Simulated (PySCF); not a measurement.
Working out the ionisation energy of Cd⁺

Cd⁺ [Kr] 4d10 5s1 (2S) → Cd²⁺ [Kr] 4d10 (1S). Computed with PySCF 2.14 in cc-pVTZ-PP with ECP28MDF, with a scalar-relativistic core potential. Frozen: 4s2 4p6. Energies in hartree (1 hartree = 27.21139 eV):

```json
{"part": "UHF", "Cd⁺ (lower)": "-166.568358", "Cd²⁺ (upper)": "-165.997371"}
{"part": "MP2 opposite-spin", "Cd⁺ (lower)": "-0.254405", "Cd²⁺ (upper)": "-0.230324"}
{"part": "MP2 same-spin", "Cd⁺ (lower)": "-0.149878", "Cd²⁺ (upper)": "-0.132481"}
```

Task: What does Hartree-Fock give?

Result: (-165.997371) − (-166.568358) = 0.570987 hartree = 15.537 eV.

Task: What do MP2 and SCS-MP2 (6/5 opposite-spin, 1/3 same-spin) give?

Result: The opposite-spin parts differ by 0.655 eV and the same-spin parts by 0.473 eV. MP2: 15.537 + (0.655) + (0.473) = 16.665 eV. SCS-MP2: 15.537 + 1.2 × (0.655) + (0.473)/3 = 16.481 eV.

Measured between the centres of the two terms (NIST): 16.908 eV, so MP2 (valence) is off by -0.243 eV.

What remains against the reference includes basis incompleteness, the frozen core and correlation beyond second order.
